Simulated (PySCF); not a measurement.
PBE0-D3(BJ)/def2-TZVP geometry optimisation, gas phase with PySCF 2.14 and geomeTRIC: cis-NiCl2(H2O)2, charge 0, multiplicity 1. Start (model start, shaken):

```
9

Ni    0.0000    0.0045   -0.0041
Cl    2.2666   -0.0068   -0.0149
O    -1.9291    0.0201   -0.0074
H    -2.5143    0.7823    0.0053
H    -2.5034   -0.7890   -0.0004
Cl    0.0104    2.2598   -0.0069
O    -0.0285   -1.9493   -0.0276
H    -0.0035   -2.5240    0.7791
H     0.0024   -2.5078   -0.8127
```

```csv
step,E − E(start) / kcal mol⁻¹,largest force / Eh bohr⁻¹
0,0.00,0.03954
1,-4.22,0.02786
2,-8.58,0.03370
3,-11.59,0.01679
4,-13.92,0.01920
5,-15.27,0.01371
6,-12.00,0.01551
7,-16.45,0.00844
8,-16.75,0.00519
9,-17.26,0.00345
10,-15.93,0.00996
11,-17.22,0.00402
12,-17.43,0.00279
13,-17.54,0.00330
14,-17.89,0.00470
15,-17.19,0.00781
16,-17.80,0.00485
17,-17.92,0.00492
18,-18.21,0.00630
19,-18.70,0.00811
20,-19.32,0.00942
21,-20.10,0.00780
22,-19.70,0.01191
23,-20.82,0.00674
24,-21.04,0.00651
25,-21.39,0.00583
26,-21.68,0.00245
27,-21.89,0.00212
28,-21.92,0.00141
29,-21.95,0.00110
30,-21.95,0.00061
31,-21.96,0.00083
32,-21.96,0.00071
33,-21.96,0.00037
```

The optimisation met its thresholds. End point:

```
9

Ni   -0.1215   -0.1338    0.0484
Cl    1.9816   -0.3268    0.3484
O    -2.0484   -0.0824   -0.2784
H    -2.0852    0.8969   -0.3272
H    -2.5482   -0.3426    0.5040
Cl   -0.2168    1.9978    0.0093
O    -0.1564   -2.0888    0.1035
H     0.8070   -2.1688    0.2747
H    -0.3116   -2.4616   -0.7723
```

Metal–donor distances, start → end: Cl2 2.267 → 2.133 Å, O3 1.929 → 1.955 Å, Cl6 2.255 → 2.134 Å, O7 1.954 → 1.956 Å.

No frequencies were computed, so the end point may be a saddle point.

The job took 30 min on one thread of Intel Xeon Processor @ 2.50GHz (shared host), with 205 basis functions and a peak of 0.86 GiB, launched as `OMP_NUM_THREADS=1 python lf_run.py task.json out`.
